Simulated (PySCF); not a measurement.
# Mass spectrum arithmetic for `C=C[C@@H]1C[CH2][AlH2-][N+]1(C)C`

Species: `C=C[C@@H]1C[CH2][AlH2-][N+]1(C)C`.

Calculated from isotope tables alone.

Q: Molar mass and exact mass?

A: For C7H16AlN, with standard atomic weights, 7 × 12.011 + 1 × 26.982 + 1 × 14.007 + 16 × 1.008 = 141.194 g/mol. From the most abundant isotopes (12C, 27Al, 14N, 1H), 7 × 12.000000 + 1 × 26.981539 + 1 × 14.003074 + 16 × 1.007825 = 141.1098 u.

Q: Give the isotope pattern of the molecular ion M+•, merging species of the same nominal mass.

A: 
```json
{"nominal mass": "141", "m/z (centroid)": "141.1093", "relative intensity": "100.0"}
{"nominal mass": "142", "m/z (centroid)": "142.1124", "relative intensity": "8.1"}
{"nominal mass": "143", "m/z (centroid)": "143.1155", "relative intensity": "0.3"}
```

Cut off at 0.1 %. One electron mass, 0.00055 u, is taken off. Abundances used (%; other tables differ somewhat): 12C 98.93, 13C 1.07; 14N 99.632, 15N 0.368; 1H 99.9885, 2H 0.0115.

Q: What resolving power m/Δm just matches the spacing of the species with one 15N and with one 13C?

A: They lie 0.00632 u apart at mass 142.11, so m/Δm is about 22000.

Q: List the species in which a single atom is changed from its most abundant isotope.

A: Intensity in % of the monoisotopic species:

```
isotope  mass shift (u)       m/z  intensity (%)
    15N        +0.99703  142.1063           0.37
    13C        +1.00335  142.1126           7.57
     2H        +1.00628  142.1155           0.18
```

Species under 0.02 % are left out.

Q: Give the mass fraction of each element.

A: C 59.55 %, Al 19.11 %, N 9.92 %, H 11.42 %.

Q: What share of all molecules is the monoisotopic species?

A: 0.9893^7 × 1 × 0.99632 × 0.999885^16 = 92.24 %.
